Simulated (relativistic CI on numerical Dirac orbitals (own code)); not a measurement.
# Transition arrays of Ho²⁵⁺

Method of calculation: Dirac-Coulomb-Breit CI, separate exchange-only KLI orbitals for each configuration, a model potential for QED, valence Slater integrals scaled by 0.9, whole transition arrays (own radial code, finite nucleus).

Configurations in the expansion (outside the closed core [Ar] 3d10 4s2): 4p⁶4d⁶, 4p⁶4d⁵4f, 4p⁵4d⁷, 4p⁶4d⁵5p, 4p⁶4d⁵5f. Levels of other configurations are missing.

All E1 lines from the levels of 4p⁶4d⁶; mean and standard deviation are weighted by gf, and upper levels are sorted by their leading configuration.

```
Upper configuration  Lines    Σgf  Mean (eV)  Mean (nm)  σ (eV)  Strongest line (nm)
           4p⁶4d⁵4f   5837  881.3     196.40      6.313    8.79                6.221
             4p⁵4d⁷   1351  381.4     205.22      6.041   13.72                6.045
           4p⁶4d⁵5p   3245  123.9     327.19      3.789    5.87                3.772
           4p⁶4d⁵5f   5470  275.3     462.18      2.683    5.49                2.655
```

Σgf per state of the lower configuration in bins of 0.2 nm over the central range (centre: value): 2.7: 1.31, 3.7: 0.36, 3.9: 0.22, 5.7: 0.19, 5.9: 0.92, 6.1: 1.12, 6.3: 3.19, 6.5: 0.15, 6.7: 0.06, 6.9: 0.04, 7.1: 0.07, 7.3: 0.07.

**Question.** How do configuration mixing and the scaling of the Slater integrals move the arrays?

**Answer.** Slater scale 0.9, no configuration mixing: 4p⁶4d⁵4f 190.5 ± 8.0 eV (Σgf 803.4), 4p⁵4d⁷ 176.9 ± 21.2 eV (Σgf 363.6), 4p⁶4d⁵5p 327.4 ± 5.8 eV (Σgf 140.1), 4p⁶4d⁵5f 462.1 ± 5.5 eV (Σgf 278.5); Slater scale 1: 4p⁶4d⁵4f 200.5 ± 9.0 eV (Σgf 946.5), 4p⁵4d⁷ 208.2 ± 14.7 eV (Σgf 339.6), 4p⁶4d⁵5p 327.3 ± 6.1 eV (Σgf 121.8), 4p⁶4d⁵5f 462.2 ± 5.7 eV (Σgf 275.5); Slater scale 0.8: 4p⁶4d⁵4f 192.8 ± 8.5 eV (Σgf 853.0), 4p⁵4d⁷ 201.8 ± 13.8 eV (Σgf 386.5), 4p⁶4d⁵5p 327.1 ± 5.7 eV (Σgf 125.9), 4p⁶4d⁵5f 462.1 ± 5.3 eV (Σgf 275.1). With mixing, levels are counted to their leading configuration, so an array can shrink or vanish into another, and the sums then hold other lines.
